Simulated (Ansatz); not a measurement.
AlH3O (SMILES [OH][AlH2]) moved off its minimum; all values from Ansatz (a quantum-chemistry and plane-wave program), cores frozen in correlated methods.
(charge 0, multiplicity 1)
```xyz
5

Al    -0.1404    -0.5025    -0.0593
H      0.0665    -1.1653     1.3727
H     -1.4647    -1.1082    -0.7939
O      0.5275     1.0545    -0.3288
H      1.3053     1.0797     0.2484
```

Forces at wB97M-V/def2-TZVPP (eV/Å):

```tsv
atom	Fx	Fy	Fz
Al1	-1.740	-0.239	0.479
H2	0.494	0.029	-0.265
H3	0.840	0.400	-0.135
O4	0.603	-0.759	0.182
H5	-0.197	0.570	-0.262
```

Problem. Give the forces (eV/Å), the total energy and the dipole at CCSD(T)/aug-cc-pV(T+d)Z.

Solution. 
| atom | Fx | Fy | Fz |
|---|---|---|---|
| Al1 | -1.726 | -0.300 | 0.492 |
| H2 | 0.503 | -0.035 | -0.169 |
| H3 | 0.744 | 0.351 | -0.194 |
| O4 | 0.577 | -0.585 | 0.061 |
| H5 | -0.098 | 0.569 | -0.189 |
Energy -318.9717 hartree, dipole 1.72 D.
